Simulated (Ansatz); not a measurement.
Born–Oppenheimer molecular dynamics of Cl3HHfO (6 atoms, charge 0, multiplicity 1). It goes on from the last frame of an earlier run, with new velocities.

Method: RKS CAM-B3LYP/def2-SVP (Ansatz).

- ensemble: NVE (velocity Verlet)
- time step: 0.5 fs
- steps asked: 150
- starting velocities drawn for: 300 K
- seed: 821710

First frame:

```xyz
6
Properties=species:S:1:pos:R:3
Hf -0.136 0.001 -0.061
O -0.346 -0.099 1.812
H -0.314 -0.293 2.753
Cl 2.175 -0.126 -0.665
Cl -1.084 2.002 -0.875
Cl -0.944 -2.043 -1.060
```

Problem. How far do the bonds stretch over the last three quarters of this one trajectory? (Pairs bonded in most of those frames.)

Solution. 
| bond | mean (Å) | spread (Å) | shortest | longest |
| --- | --- | --- | --- | --- |
| Hf1–O2 | 1.890 | 0.029 | 1.85 | 1.93 |
| Hf1–Cl4 | 2.333 | 0.035 | 2.29 | 2.40 |
| Hf1–Cl5 | 2.361 | 0.009 | 2.35 | 2.37 |
| Hf1–Cl6 | 2.329 | 0.055 | 2.27 | 2.43 |
| O2–H3 | 0.961 | 0.023 | 0.93 | 0.99 |

Mean temperature of the second half: 254 K. The conserved energy stayed within 0.18 meV per atom of its start (net change 0.0058 meV per atom), so the integration is sound. A run of 0.075 ps of so small a system gives no equilibrium averages.

Time of the run: 5.5 min on 2 threads of Intel(R) Xeon(R) 6975P-C (Granite Rapids), with other jobs on the host, peak memory 0.32 GiB.
